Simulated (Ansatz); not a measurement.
Start from `OBCl` and change one atom or group to get `[SiH3]OBCl`.

Ansatz, PBE0-D4/def2-TZVP geometries, multiplicity 1. Each molecule was computed in one conformer, which needn't be the lowest.

```json
{"property": "zero-point energy (PBE0-D4/def2-TZVP) / kJ/mol", "`OBCl`": "76.1"}
{"property": "HOMO–LUMO gap (ωB97M-V/def2-TZVPP) / eV", "`OBCl`": "13.08"}
{"property": "HOMO energy (PBE/def2-TZVPP) / eV", "`OBCl`": "-7.71"}
{"property": "ideal-gas entropy at 298 K and 1 bar (rigid rotor, harmonic PBE0-D4/def2-TZVP) / J/(mol·K)", "`OBCl`": "265"}
{"property": "HOMO energy (B3LYP/def2-TZVPP) / eV", "`OBCl`": "-8.88"}
{"property": "HOMO energy (PBE0/def2-TZVPP) / eV", "`OBCl`": "-9.15"}
```

Question: Give the same properties after the change, and the shifts. (Best estimate.)

Answer: The calculation gave: 
```tsv
property	`[SiH3]OBCl`	shift
zero-point energy (PBE0-D4/def2-TZVP) / kJ/mol	116.3	40.2
HOMO–LUMO gap (ωB97M-V/def2-TZVPP) / eV	12.67	-0.41
HOMO energy (PBE/def2-TZVPP) / eV	-7.64	0.07
ideal-gas entropy at 298 K and 1 bar (rigid rotor, harmonic PBE0-D4/def2-TZVP) / J/(mol·K)	324	59
HOMO energy (B3LYP/def2-TZVPP) / eV	-8.80	0.08
HOMO energy (PBE0/def2-TZVPP) / eV	-9.05	0.10
```

With PBE0 the HOMO rises by 0.10 eV and the LUMO falls by 0.26 eV, so the gap narrows by about 0.36 eV. PBE moves the HOMO by 0.07 eV and ωB97M-V by 0.12 eV. The zero-point energy changes by 40.2 kJ/mol with +9 modes.

B3LYP here is the variant with VWN-RPA as its local correlation; programs differ in this.
